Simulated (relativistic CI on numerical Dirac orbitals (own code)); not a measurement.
## Nb³⁺ (4d2) in a crystal field

Calculated by Dirac-Coulomb-Breit CI, KLI orbitals optimised for each configuration, model QED, valence Slater integrals scaled by 0.7, one configuration in a parametric crystal field (own radial code).

Field parameters in Wybourne normalisation: Oh B⁴₀ = 21Dq, B⁴₄ = √(5/14) B⁴₀. The field is a parameter set, without covalency.

S is read from ⟨S²⟩ = S(S + 1).

Site symmetry Oh; labels are those of the double group. Computed levels in cm⁻¹ above the lowest, in rising order:

```tsv
Δ (size of 10Dq)	Lowest	No. 2	No. 3	No. 4	No. 5	No. 6	No. 7	No. 8
6000	E	105 T2	968 T1	1420 A1	5527 T2	5608 A2	6094 T1	6170 E
10750	E	57 T2	872 T1	1267 A1	8078 T2	8473 E	10010 A2	10369 T2
15550	E	37 T2	817 T1	1181 A1	8170 T2	8348 E	14617 A2	14813 T2
20350	E	26 T2	781 T1	1126 A1	8140 T2	8261 E	17992 A1	19295 A2
25100	E	20 T2	756 T1	1088 A1	8106 T2	8200 E	18230 A1	23963 A2
29900	E	16 T2	738 T1	1060 A1	8077 T2	8153 E	18389 A1	28702 A2
34700	E	14 T2	723 T1	1038 A1	8053 T2	8117 E	18500 A1	33456 A2
39500	E	12 T2	712 T1	1021 A1	8033 T2	8088 E	18583 A1	38219 A2
44250	E	10 T2	703 T1	1007 A1	8016 T2	8065 E	18646 A1	42940 A2
```

Ground-state S against |10Dq| in cm⁻¹: 6000: 1.00, 10750: 1.00, 15550: 1.00, 20350: 1.00, 25100: 1.00, 29900: 1.00, 34700: 1.00, 39500: 1.00, 44250: 1.00.

No abrupt spin change occurs in this range.
